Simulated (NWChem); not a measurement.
## Total energies of hydrogen bromide (HBr)

```
Br
H 1 1.4224
```
Charge 0, spin multiplicity 1.

The numbers come from NWChem runs, not from measurements. Structure: optimised with PBE0/def2-SVP, a minimum by its harmonic frequencies.

Basis set: def2-SVP (37 functions).

| method | total energy (Ha) |
|---|---|
| RHF | -2572.68490 |
| MP2 | -2572.92613 |
| B2PLYP | -2574.04278 |
| PBE | -2574.05309 |
| B3LYP | -2574.47301 |
| BHandHLYP | -2574.43282 |
| CCSD(T) | -2572.93762 |

Total energies of different functionals aren't comparable as a measure of quality: only differences taken within one method are. 

The Hamiltonian is non-relativistic. The correlated methods keep 9 core orbitals frozen. B3LYP has NWChem's definition, with VWN1-RPA local correlation. Coupled-cluster values serve here as a point of comparison, not as the truth.
